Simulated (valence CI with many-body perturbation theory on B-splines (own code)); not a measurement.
# Hyperfine factors and g values of Os⁴⁴⁺

Calculated by valence CI with perturbative core correlation (CI+MBPT): four valence electrons over a frozen Dirac-Fock core [Ar] 3d10, a basis of 11 s, 11 p, 9 d, 7 f, 5 g, 2 h, 1 i functions for each j, with the one-electron correlation potential Σ1, the two-electron term Σ2, the three-electron term Σ3, Breit, model QED; selected CI, second order for the rest (own B-spline code, finite nucleus).

The last digits are not significant, and no measured levels were compared; by estimate large intervals hold to a few tenths of a per cent, small ones and those within an open d or f shell to about a per cent.

A/g_I is the dipole constant over the nuclear g factor μ/I (μ in nuclear magnetons, uniformly magnetised nucleus), B/Q the quadrupole constant per barn. Both hold the static response of the core; the bare values leave it out. Large factors of s and p1/2 electrons are usually good to 5 to 10 %; those of open d and f shells near neutrality can be off by tens of per cent, and small factors of p3/2, d and f electrons come from cancelling terms and can be off by a factor of two or in sign, in half-filled shells by more. B is blank for J = 1/2, where it vanishes, and for nearly pure S terms. Energies count from the lowest level. Levels with J = 0 are left out.

Levels are named by their leading jj configuration (3d3/2^4 stands for four electrons in 3d with j = 3/2), which in mixed levels can hold well under half, so a name can repeat and another be missing. Letters in brackets count levels of one name in rising energy.

```tsv
Level	E (× 10³ cm⁻¹)	g	A/g_I (MHz)	A/g_I bare	B/Q (MHz/b)	B/Q bare
(4s^2 4p1/2 4p3/2) J=1	856.78	1.496	-64700	-63300	65800	63700
(4s^2 4p1/2 4p3/2) J=2	892.73	1.175	194000	188000	117000	114000
(4s 4p1/2^2 4p3/2) J=2	1673.6	1.560	488000	473000	119000	115000
(4s^2 4p3/2^2) J=2	1776.8	1.315	66400	63900	13900	13500
(4s 4p1/2^2 4p3/2) J=1	1796.6	1.068	-350000	-339000	84100	81500
(4s^2 4p1/2 4d3/2) J=2	2148.9	0.762	168000	164000	25200	24900
(4s^2 4p1/2 4d3/2) J=1	2302.6	0.860	-124000	-119000	9650	9580
(4s^2 4p1/2 4d5/2) J=2	2386.1	1.383	42300	41500	7560	7560
(4s^2 4p1/2 4d5/2) J=3	2407.4	1.143	143000	139000	4270	4520
(4s 4p1/2 4p3/2^2) J=2 [a]	2537.5	1.439	209000	202000	50800	49300
(4s 4p1/2 4p3/2^2) J=3	2591.6	1.292	397000	385000	19200	18800
(4s 4p1/2 4p3/2^2) J=1 [a]	2687.1	1.282	560000	543000	-98600	-95500
(4s 4p1/2 4p3/2^2) J=2 [b]	2707.1	1.092	10900	10600	-18900	-18500
(4s 4p1/2 4p3/2^2) J=1 [b]	2719.8	1.360	107000	103000	60900	59000
(4s 4p1/2^2 4d3/2) J=1	2975.9	0.423	-400000	-386000	11200	11000
(4s 4p1/2^2 4d3/2) J=2	3004.3	1.155	437000	423000	20800	20600
(4s^2 4p3/2 4d3/2) J=2	3139.5	1.049	37900	37000	-6400	-6170
(4s^2 4p3/2 4d3/2) J=1	3151.8	1.125	51000	49700	-58200	-56600
(4s^2 4p3/2 4d3/2) J=3	3158.6	1.112	53100	51800	129000	125000
(4s 4p1/2^2 4d5/2) J=3	3218.6	1.358	300000	291000	19700	19500
(4s^2 4p3/2 4d5/2) J=4	3245.5	1.246	32500	31800	159000	155000
(4s^2 4p3/2 4d5/2) J=2	3263.1	1.278	80700	78800	-91100	-88200
(4s 4p1/2^2 4d5/2) J=2	3276.7	1.051	-232000	-224000	542	894
(4s^2 4p3/2 4d5/2) J=3	3399.1	1.183	35800	35000	11400	11400
(4s^2 4p3/2 4d5/2) J=1	3416.0	1.097	-34500	-32000	16300	15900
(4p1/2^2 4p3/2^2) J=2	3532.5	1.261	50500	49300	29100	28300
(4s 4p3/2^3) J=2	3557.5	1.399	440000	427000	-127000	-123000
(4s 4p3/2^3) J=1	3670.5	1.175	-343000	-332000	-43400	-42000
(4s 4p1/2 4p3/2 4d3/2) J=1 [a]	3764.9	1.167	205000	199000	-63000	-61200
(4s 4p1/2 4p3/2 4d3/2) J=2 [a]	3767.7	1.088	137000	133000	-30600	-29700
(4s 4p1/2 4p3/2 4d3/2) J=3 [a]	3775.1	1.001	121000	118000	63200	61100
(4s^2 4p1/2 4f5/2) J=3	3806.8	0.994	221000	214000	-11100	-11000
(4s 4p1/2 4p3/2 4d3/2) J=4	3831.8	1.155	266000	258000	91000	88300
(4s^2 4p1/2 4f5/2) J=2	3850.0	0.906	-32200	-30400	-10100	-10100
```

(1) Take the isotope of mass number 189, with I = 3/2, μ = 0.6576 μN and Q = 0.86 b. What is the hyperfine structure of (4s^2 4p1/2 4d3/2) J=2?

## Answers

(1) From the table A = 73600 MHz, B = 21700 MHz. Shifts from the centre of gravity in MHz: F = 1/2: -312000, F = 3/2: -221000, F = 5/2: -50400, F = 7/2: 226000.
